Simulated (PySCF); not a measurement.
Isomers of C7H12OS, one GFN2-xTB conformer each. Single-point energies are computed at PBE0/pcSseg-1 (PySCF, gas phase, no added dispersion term), electronic only.

| SMILES | GFN2-xTB relative energy (kcal/mol) |
| --- | --- |
| C=CC/C(=C/C)[S@@](C)=O | 51.2 |
| CCC[C@H]1CSCC1=O | 0.0 |
| C[S@@](=O)[C@@]12CCC[C@@H]1C2 | 19.2 |

Conformers: `[CH2:1]=[CH:2][CH2:3]/[C:4](=[CH:5]/[CH3:6])[S@@:7]([CH3:8])=[O:9]` with C1–C2–C3–C4 101°, C2–C3–C4–C5 -103°, C3–C4–S7–C8 -100°; `[CH3:1][CH2:2][CH2:3][C@H:4]1[CH2:5][S:6][CH2:7][C:8]1=[O:9]` with C1–C2–C3–C4 175°, C2–C3–C4–C5 69°, C3–C4–C5–S6 161°, C4–C5–S6–C7 -35°, C5–S6–C7–C8 23°, S6–C7–C8–O9 175°; `[CH3:1][S@@:2](=[O:3])[C@@:4]12[CH2:5][CH2:6][CH2:7][C@@H:8]1[CH2:9]2` with C1–S2–C4–C5 77°, S2–C4–C5–C6 158°, C4–C5–C6–C7 -27°, C5–C6–C7–C8 27°, C6–C7–C8–C9 49°.

Question: What does PBE0/pcSseg-1 give for the same structures?

Answer: 
```tsv
SMILES	PBE0/pcSseg-1 E (Eh)	PBE0/pcSseg-1 (kcal/mol)	GFN2-xTB (kcal/mol)	point group
CCC[C@H]1CSCC1=O	-746.78127	0.0	0.0	C1
C[S@@](=O)[C@@]12CCC[C@@H]1C2	-746.70678	46.7	19.2	C1
C=CC/C(=C/C)[S@@](C)=O	-746.67151	68.9	51.2	C1
```

Both levels put the same isomer lowest; measured from each level's own lowest isomer, the values differ by up to 27.5 kcal/mol (C[S@@](=O)[C@@]12CCC[C@@H]1C2: 19.2 against 46.7). As drawn, the lowest has a C=O bond, which the highest lacks; the highest has an S=O bond and a C=C bond outside aromatic rings, which the lowest lacks.

Question: Which frontier levels, dipoles and rotational constants go with these structures?

Answer: 
```
                       SMILES  HOMO (eV, PBE0/pcSseg-1)  LUMO (eV)  dipole (D)       A, B, C (MHz)
             CCC[C@H]1CSCC1=O                     -6.64      -0.86        1.81  2470, 782.9, 616.7
C[S@@](=O)[C@@]12CCC[C@@H]1C2                     -6.53       0.88        3.77   2792, 1040, 910.5
       C=CC/C(=C/C)[S@@](C)=O                     -6.53      -0.44        3.91   1578, 1156, 861.3
```
